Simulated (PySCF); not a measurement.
Computational details: coordinates at the GFN2-xTB level, shielding tensors at PBE0/pcSseg-1 (GIAO), in PySCF 2.14.0 with density-fitted response routines (non-relativistic, one averaged value for each set of equivalent atoms, no solvent model, single conformer).

Referencing at the same level of theory: TMS for 1H (σref 31.72) and 13C (σref 186.93). Shifts are as computed. Against solution values, carbons near 30 ppm lie about +3 ppm off and those near 130 ppm about +5 ppm. Of 1211 compounds with measured shifts, 218 miss one by over three times the rms of a fit or turn the order of signals round; such compounds aren't used in these exercises. OH and NH positions are gas-phase values without hydrogen bonding to other molecules.

Problem. Order these molecules by the shift of their most deshielded carbon-bound hydrogen, lowest δ first.
A. CC(C)n1nncc1C(F)(F)F
B. N#CCC(C#N)C#N
C. C=C1[C@@H](O)[C@@H]1O[SiH2]F

Solution. B (3.55 ppm, hydrogen on an sp3 CH α to a nitrile), C (6.38 ppm, hydrogen on a terminal =CH2 carbon), A (8.05 ppm, hydrogen on an aromatic CH next to a ring nitrogen).

Problem. Order these molecules by the shift of their most shielded carbon-bound hydrogen, lowest δ first.
A. CC(C)n1ncc(C(F)(F)F)n1
B. C=C1[C@@H](O)[C@@H]1O[SiH2]F
C. N#CCC(C#N)C#N

Solution. A (1.62 ppm, hydrogen on a methyl carbon), C (2.87 ppm, hydrogen on an sp3 CH2 α to a nitrile), B (4.02 ppm, hydrogen on a three-membered-ring carbon).

Problem. How many 13C and 1H signals does each give (equivalence by symmetry and fast rotation, but not about amide C–N or C=N bonds)? `CC(C)n1ncc(C(F)(F)F)n1`, `C=C1[C@@H](O)[C@@H]1O[SiH2]F`, `CC(C)n1nncc1C(F)(F)F`, `N#CCC(C#N)C#N`

Solution. CC(C)n1ncc(C(F)(F)F)n1: 5 C, 3 H; C=C1[C@@H](O)[C@@H]1O[SiH2]F: 4 C, 7 H; CC(C)n1nncc1C(F)(F)F: 5 C, 3 H; N#CCC(C#N)C#N: 4 C, 2 H.
